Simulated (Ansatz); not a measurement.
B₉N₁₀H₂₈, a nanocrystal cut from zinc blende BN (hydrogen-capped). Total charge 0; doublet. Geometry r2SCAN-D4/def2-SVP; atoms count from 1.

```xyz
47

N    -1.660    1.100    1.899
N    -3.124   -0.893    1.309
N    -0.828   -1.106    2.380
N     0.189    0.174    0.472
N    -1.203   -1.838   -0.093
N     3.711    1.320   -0.364
N     2.222   -0.714   -0.808
N    -2.068    0.455   -0.593
N    -0.103   -0.455   -1.907
N     1.350    1.599   -1.312
B    -2.144   -0.287    2.392
B    -1.088    1.106    0.440
B     2.474    2.310   -0.443
B    -2.507   -0.983   -0.174
B    -0.187   -1.281    0.960
B     0.907    0.146   -0.897
B    -0.506   -1.951   -1.524
B     3.408   -0.167    0.098
B    -1.411    0.450   -2.048
H    -2.323    1.862    2.063
H    -0.762    1.284    2.568
H    -3.991   -0.341    1.275
H    -3.429   -1.831    1.600
H    -0.121   -0.417    2.938
H    -0.872   -1.984    2.902
H     0.800    0.569    1.228
H    -1.445   -2.802    0.151
H     4.349    1.713    0.332
H     4.253    1.335   -1.233
H     1.928   -1.619   -0.416
H     2.552   -0.956   -1.747
H    -2.897    1.048   -0.689
H     0.295   -0.510   -2.848
H     0.499    2.172   -1.243
H     1.578    1.628   -2.310
H    -2.679   -0.249    3.492
H    -0.819    2.262    0.126
H     2.043    2.473    0.686
H     2.806    3.352   -0.993
H    -3.348   -1.462   -0.915
H     0.793   -2.013    1.058
H     0.499   -2.660   -1.424
H    -1.283   -2.398   -2.351
H     3.028   -0.138    1.255
H     4.398   -0.867   -0.073
H    -1.109    1.606   -2.354
H    -2.171   -0.042   -2.865
```

Single mean-field runs in def2-TZVP are fitted with def2-universal-jkfit.

(1) Estimate the Mulliken populations of the heavy atoms from the PBE0/def2-TZVP orbitals of Ansatz.

(2) Where does the spin sit?

(3) And the Mayer bond orders between heavy atoms (over 0.3)?

## Answers

(1) 
```tsv
atom	charge (e)	spin (α − β)
N1	-0.14	-0.03
N2	-0.21	-0.01
N3	-0.14	-0.03
N4	-0.04	0.01
N5	0.02	0.00
N6	-0.27	0.00
N7	-0.21	0.00
N8	0.02	0.00
N9	0.02	-0.01
N10	-0.21	0.00
B11	0.02	-0.13
B12	-0.25	0.02
B13	-0.22	0.03
B14	-0.21	0.06
B15	-0.25	0.02
B16	-0.37	-0.10
B17	-0.18	-0.01
B18	-0.22	0.03
B19	-0.18	-0.01
```
Mulliken values depend strongly on the basis.

(2) Summed by element: N -0.05, B -0.08, H 1.13, of 1 unpaired in all. Largest on single atoms: H21 0.42, H24 0.42, H26 0.17.

(3) N1–B11 0.92 (1.55 Å); N1–B12 0.92 (1.57 Å); N2–B11 0.86 (1.58 Å); N2–B14 0.83 (1.61 Å); N3–B11 0.92 (1.55 Å); N3–B15 0.92 (1.57 Å); N4–B12 0.80 (1.58 Å); N4–B15 0.80 (1.58 Å); N4–B16 0.89 (1.55 Å); N5–B14 0.86 (1.56 Å); N5–B15 0.88 (1.57 Å); N5–B17 0.80 (1.60 Å); N6–B13 0.83 (1.59 Å); N6–B18 0.83 (1.59 Å); N7–B16 0.96 (1.57 Å); N7–B18 0.81 (1.59 Å); N8–B12 0.88 (1.57 Å); N8–B14 0.86 (1.56 Å); N8–B19 0.80 (1.60 Å); N9–B16 0.98 (1.55 Å); N9–B17 0.78 (1.60 Å); N9–B19 0.78 (1.60 Å); N10–B13 0.81 (1.59 Å); N10–B16 0.96 (1.57 Å).
